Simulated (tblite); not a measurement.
Species: C2H9N2Si2 (doublet state).
SMILES with atom numbers: `[CH2:1]=[C:2][SiH2:3][NH:4][SiH2:5][NH2:6]` (hydrogens: H7, H8 on C1; H9, H10 on Si3; H11 on N4; H12, H13 on Si5; H14, H15 on N6)

Geometry (GFN2-xTB, Å), atoms numbered from 1 in this order:
```xyz
15
C2H9N2Si2 angstrom
C      3.630   -0.329   -0.050
C      2.411    0.076   -0.189
Si     0.885    0.946    0.355
N     -0.422   -0.132   -0.003
Si    -2.109    0.229    0.041
N     -2.864   -1.188   -0.590
H      4.170   -0.835   -0.843
H      4.214   -0.205    0.861
H      0.731    2.154   -0.460
H      0.878    1.309    1.787
H     -0.202   -1.114    0.042
H     -2.668    0.382    1.388
H     -2.269    1.472   -0.723
H     -2.519   -1.551   -1.465
H     -3.870   -1.210   -0.596
```

Computed geometry: GFN2-xTB, gas phase. This method treats the open shell by occupation alone, without spin polarisation.

Masses are those of the commonest isotopes; rigid-rotor values at the optimised geometry. The values belong to one conformer with, in the numbering `[CH2:1]=[C:2][SiH2:3][NH:4][SiH2:5][NH2:6]`, C1–C2–Si3–N4 -135°, C2–Si3–N4–Si5 -169°, Si3–N4–Si5–N6 174°, N4–Si5–N6–H -50° and 176°.

(1) What are A, B and C (GHz)?

(2) What kind of rotor is it?

(3) Is it planar, by Δ = Ic − Ia − Ib?

(4) Give the other two planar moments, Paa and Pbb, and the rms extents of the mass along the axes.

(5) Estimate the classical rotational partition function at 10 K, 100 K and 500 K.

Answers

(1) Ia = 73.55, Ib = 576.07, Ic = 633.48 u·Å²; 505379 MHz·u·Å²/I gives 6871, 877.3 and 797.8 MHz, that is A = 6.8712, B = 0.8773, C = 0.7978 GHz.

(2) A near-prolate asymmetric top: κ = (2 × 877.3 − 6871 − 797.8)/(6871 − 797.8) = -0.97.

(3) Not planar: Δ = Ic − Ia − Ib = -16.13 u·Å². For a rigid frame Δ = −2 Σ m c², so Σ m c² = 8.07 u·Å² lies off the ab plane: 7.41 from hydrogen and 0.66 from heavier atoms. The atom farthest from that plane is 1.25 Å away.

(4) Paa = Σ m a² = (Ib + Ic − Ia)/2 = 568.00 and Pbb = Σ m b² = (Ia + Ic − Ib)/2 = 65.48 u·Å². With the mass M = 117.03 u, the rms extents √(P/M) along a, b and c are 2.20, 0.75, 0.26 Å.

(5) Point group C1, symmetry number σ = 1; q = (√π/σ)·√((kT/h)³/(ABC)), k/h = 20836.6 MHz/K: 2430 at 10 K, 76900 at 100 K, 859000 at 500 K.

For this open shell read J as N, the rotation without spin; fine and hyperfine splittings come on top. Its GFN2-xTB frequencies are all real (lowest 30 cm⁻¹). Zero-point vibration and centrifugal distortion are left out.

Time: 0.63 s wall. Hardware: one thread, AMD EPYC 7B13 (x86_64), shared host with 96 logical CPUs at a one-minute load of 13. This is the geometry optimisation.
